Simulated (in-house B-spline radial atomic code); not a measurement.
What moves the levels of K⁺ ([Ne] 3s2 3p6)? Computed with a B-spline radial code for spherical atoms: Dirac-Hartree-Fock, average of configuration, Fermi nucleus of rms radius 3.4194 fm.

Baseline run (computed): total energy -601.3782 hartree, 1s1/2 at -134.3995 hartree, 3p3/2 at -31.741 eV with <r> = 1.433 bohr.

Changing the nucleus:

```json
{"nucleus": "Fermi nucleus of rms radius 3.4349 fm, A = 39", "ΔE (eV)": "0.000212"}
{"nucleus": "Fermi nucleus of rms radius 3.4381 fm, A = 40", "ΔE (eV)": "0.000256"}
{"nucleus": "Fermi nucleus of rms radius 3.4518 fm, A = 41", "ΔE (eV)": "0.000444"}
{"nucleus": "Fermi nucleus of rms radius 3.4517 fm, A = 42", "ΔE (eV)": "0.000442"}
{"nucleus": "Fermi nucleus of rms radius 3.4556 fm, A = 43", "ΔE (eV)": "0.000496"}
{"nucleus": "Fermi nucleus of rms radius 3.4563 fm, A = 44", "ΔE (eV)": "0.000506"}
{"nucleus": "Fermi nucleus of rms radius 3.4605 fm, A = 45", "ΔE (eV)": "0.000563"}
{"nucleus": "Fermi nucleus of rms radius 3.4558 fm, A = 46", "ΔE (eV)": "0.000499"}
{"nucleus": "Fermi nucleus of rms radius 3.4534 fm, A = 47", "ΔE (eV)": "0.000466"}
{"nucleus": "Fermi nucleus of rms radius 3.4689 fm, A = 48", "ΔE (eV)": "0.000679"}
{"nucleus": "Fermi nucleus of rms radius 3.4913 fm, A = 49", "ΔE (eV)": "0.00099"}
{"nucleus": "Fermi nucleus of rms radius 3.5046 fm, A = 50", "ΔE (eV)": "0.00118"}
{"nucleus": "Fermi nucleus of rms radius 3.5196 fm, A = 51", "ΔE (eV)": "0.00139"}
```

A larger nucleus binds the electrons less, roughly as the density at the nucleus times the change of the nuclear <r²>. The reference is A = 37.
